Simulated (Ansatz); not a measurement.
`[CH3][AlH][B](C)F` + `ClC[SiH2][SeH]` → `CB(F)CCl` + `[CH3][AlH][SiH2][SeH]`  (redistribution)

Program: Ansatz. Geometries: PBE0-D4/def2-TZVP. ΔE: electronic, gas phase. CCSD(T)/CBS adds triple-zeta CCSD(T) − MP2 to the extrapolated MP2 energy (def2 sets, frozen cores). Functionals use def2-TZVPP. B3LYP here is the variant with VWN-RPA as its local correlation; programs differ in this. For Se outer-core shells are correlated without core-valence functions, which leaves a few kJ/mol of doubt a bond. Scalar relativity is left out up to krypton. One conformer a species, not always the lowest.

```tsv
level	ΔE (kJ/mol)
B3LYP-D4	-60.9
B3LYP	-60.3
HF/def2-TZVPP	-63.4
CCSD/def2-TZVPP	-63.2
```

Q: What does CCSD(T)/CBS give? (Estimate.)

A: The calculation gave: -60.1 kJ/mol. The listed levels differ from it by -0.8, -0.2, -3.3, -3.1 kJ/mol.

Largest T1 diagnostic among the species: 0.012.
